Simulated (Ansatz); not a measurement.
`[CH3][Mo](=[O])(=[S])[Cl]`, relaxed with RKS PBE0-D4/def2-TZVP in Ansatz 0.2.0 from a PBE-D4/def2-SVP geometry. The force threshold is 0.005 eV/Å; the program also tests the step.

Total charge 0; spin multiplicity 1. Mo: def2 effective core potential.

Start:

```xyz
8

C     0.694   -0.206   -0.872
Mo   -0.642    0.116    0.708
O    -2.016   -0.764    0.281
S    -1.095    2.193    0.610
Cl    0.262   -0.512    2.697
H     1.612    0.393   -0.696
H     0.256    0.074   -1.851
H     0.929   -1.293   -0.876
```

| step | energy (eV) | largest force (eV/Å) | largest move (Å) |
| --- | --- | --- | --- |
| 1 | -28341.4601 | 1.021 | 0.000 |
| 2 | -28341.5057 | 0.508 | 0.050 |
| 3 | -28341.5135 | 0.124 | 0.025 |
| 4 | -28341.5142 | 0.058 | 0.017 |
| 5 | -28341.5144 | 0.018 | 0.005 |
| 6 | -28341.5144 | 0.006 | 0.001 |
| 7 | -28341.5144 | 0.003 | 0.001 |

End:

```xyz
8

C     0.690   -0.205   -0.868
Mo   -0.645    0.118    0.701
O    -1.999   -0.753    0.285
S    -1.087    2.168    0.605
Cl    0.265   -0.508    2.656
H     1.593    0.384   -0.684
H     0.262    0.071   -1.832
H     0.922   -1.275   -0.863
```

It took 19 s on 4 threads of an Intel Xeon 6975P-C on a shared host, with 0.59 GiB of host memory at the peak.
